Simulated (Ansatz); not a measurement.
Zn₃H₁₂Se₃, a cluster cut from zinc blende ZnSe (hydrogen-capped), relaxed as a singlet with RKS PBE0-D4/def2-SVP in Ansatz, starting from the GFN1-xTB geometry. Force threshold 0.02 eV/Å.

Start:

Cartesian coordinates in Å:
```
Zn -2.8339 -1.3332 -0.9365
Zn 1.0233 -0.3567 3.0679
Zn 1.7105 1.8424 -2.0874
Se -0.7330 0.2665 -2.1760
Se 2.0134 0.9787 0.6727
Se -1.2412 -1.2986 1.4940
H -2.4802 -2.7338 -1.4831
H -3.8446 -0.2131 -0.6093
H 1.9042 -1.6256 3.0500
H 0.3694 0.8403 3.7911
H 2.6870 0.8758 -2.7935
H 1.1089 3.2440 -1.8474
H -0.4837 -0.5177 -3.3467
H -1.5520 1.1898 -2.9004
H 3.3401 0.4459 0.6269
H 2.4693 2.2029 1.2565
H -1.1703 -2.7008 1.7698
H -2.2873 -1.1068 2.4516
```

| step | energy (eV) | largest force component (eV/Å) | SCF passes |
| --- | --- | --- | --- |
| 1 | -341412.6750 | 1.104 | 15 |
| 2 | -341412.9013 | 0.181 | 19 |
| 3 | -341412.9558 | 0.037 | 19 |
| 4 | -341412.9576 | 0.025 | 21 |
| 5 | -341412.9590 | 0.014 | 20 |

Force components are those of the run's own axes.

End:

Cartesian coordinates in Å:
```
Zn -2.9135 -1.3828 -0.9744
Zn 1.0689 -0.3849 3.1713
Zn 1.7699 1.8901 -2.1555
Se -0.7216 0.2598 -2.1424
Se 1.9656 0.9397 0.6596
Se -1.2029 -1.2666 1.4601
H -2.3638 -2.7566 -1.4828
H -3.7939 -0.1531 -0.5714
H 1.9201 -1.6820 2.9667
H 0.3322 0.8767 3.7324
H 2.6828 0.7726 -2.7603
H 1.0477 3.2290 -1.7872
H -0.4864 -0.5189 -3.3661
H -1.5753 1.2293 -2.8421
H 3.3467 0.4388 0.6325
H 2.3698 2.2202 1.2557
H -1.1680 -2.7012 1.7765
H -2.2784 -1.0101 2.4275
```

By distances, no bond broke or formed. The bond that changes most is Zn1–Se6, from 2.91 to 2.98 Å (atoms count from 1).

No frequencies were taken in this run, so the end may be a saddle point.

It took 48 s on 4 threads of Intel Xeon on a shared host, peak host memory 1.2 GiB.
